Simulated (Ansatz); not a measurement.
Basis-set extrapolation for `OC1(F)BC1` (PBE0-D4/def2-TZVP geometry, frozen core, Ansatz 0.2.0). Multiplicity 1, RHF reference.

```json
{"": "HF", "def2-TZVPP": "-277.084028", "def2-QZVPP": "-277.096336"}
{"": "MP2 correlation", "def2-TZVPP": "-0.903774", "def2-QZVPP": "-0.975185"}
{"": "CCSD(T) correlation", "def2-TZVPP": "-0.964811", "def2-QZVPP": "not run"}
```

Energies in hartree. Use E(X) = E(∞) + A·exp(−7.88·√X) for Hartree–Fock and E(X) = E(∞) + B·X^(−2.97) for correlation, with X = 3 and 4, and add CCSD(T) minus MP2 of the smaller set to the MP2 limit.

**Question.** What is the CCSD(T) energy at the basis-set limit?

**Answer.** HF limit: -277.096336 + (-0.012308) × 0.13774 = -277.09803. MP2 limit: -0.975185 + (-0.071411) × 0.74074 = -1.02808. Higher-order term: -0.964811 − (-0.903774) = -0.06104. Total: -278.18715 hartree, 3.76 eV below CCSD(T)/def2-TZVPP.
